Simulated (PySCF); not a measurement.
Species: C3H9FPSi (charge +1).
SMILES with atom numbers: `[CH2:1]=[CH:2][CH2:3][Si@@H:4]([F:5])[PH3+:6]` (hydrogens: H7, H8 on C1; H9 on C2; H10, H11 on C3; H12 on Si4; H13, H14, H15 on P6)

Level of theory: TDDFT CAM-B3LYP/def2-SVPD, vertical, gas phase, core orbitals frozen in the response (PySCF 2.14.0, density-fitted response routines). Isolated species at its GFN2-xTB geometry (one conformer only). Torsions of this conformer, `[CH2:1]=[CH:2][CH2:3][Si@@H:4]([F:5])[PH3+:6]`: C1–C2–C3–Si4 96°, C2–C3–Si4–F5 -136°.

Each state is given a Gaussian of 0.3 eV full width at half maximum, with ε(max) = 2.175×10⁸ f / Δν̃ (Δν̃ the width in cm⁻¹). The width is an assumption, not a result. The curve ends short of the highest state used, and states not computed would add to its high-energy end.

(E (eV), ε (L mol⁻¹ cm⁻¹)): (5.19, 3), (5.24, 9), (5.28, 24), (5.33, 66), (5.38, 157), (5.43, 321), (5.48, 561), (5.53, 840), (5.58, 1080), (5.63, 1190), (5.67, 1150), (5.72, 960), (5.77, 687), (5.82, 422), (5.87, 222), (5.92, 101), (5.97, 45), (6.02, 36), (6.06, 64), (6.11, 169), (6.16, 408), (6.21, 850), (6.26, 1520), (6.31, 2330), (6.36, 3062), (6.41, 3451), (6.46, 3338), (6.50, 2920), (6.55, 2183), (6.60, 1482), (6.65, 1037), (6.70, 932), (6.75, 1155), (6.80, 1689), (6.85, 2579), (6.89, 3608), (6.94, 5295), (6.99, 7200), (7.04, 8782), (7.09, 9416), (7.14, 8792), (7.19, 7164), (7.24, 5214), (7.28, 3898)

Problem. Where are the band maxima, and which computed states make them?

Solution. 220 nm (5.64 eV), ε about 1200, made up of S1 (100%); 193 nm (6.42 eV), ε about 3500, made up of S2 (100%); 175 nm (7.09 eV), ε about 9400, made up of S4 (98%) (ε in L mol⁻¹ cm⁻¹; maxima over ε = 5, shares over 10%). The states used: S1 5.64 eV (f 0.013); S2 6.42 eV (f 0.039); S3 6.86 eV (f 0.012); S4 7.09 eV (f 0.102); S5 7.49 eV (f 0.028); S6 7.67 eV (f 0.0013); S7 7.85 eV (f 0.061); S8 7.88 eV (f 0.105).

Problem. What would ε be at 7.09 eV, the highest of these maxima, with half the width (0.15 eV)?

Solution. About 18300 L mol⁻¹ cm⁻¹ against 9420, a factor of about 1.9; a lone state at its own centre would give exactly 2.

Problem. Coming from long wavelengths, where does ε first pass 100 L mol⁻¹ cm⁻¹?

Solution. At about 232 nm (5.35 eV), 0.28 eV below S1.

Problem. On this curve, what absorbance would a 10⁻⁴ mol/L sample give at 222 nm over a 1 cm path?

Solution. 222 nm is 5.585 eV, where ε is about 1100 L mol⁻¹ cm⁻¹, so A = ε c l ≈ 0.11 (Beer–Lambert, with the gas-phase spectrum and the assumed width).

Hardware: an Arm Neoverse V1 with one thread, no GPU, on a shared host. Cost: 47 s wall.
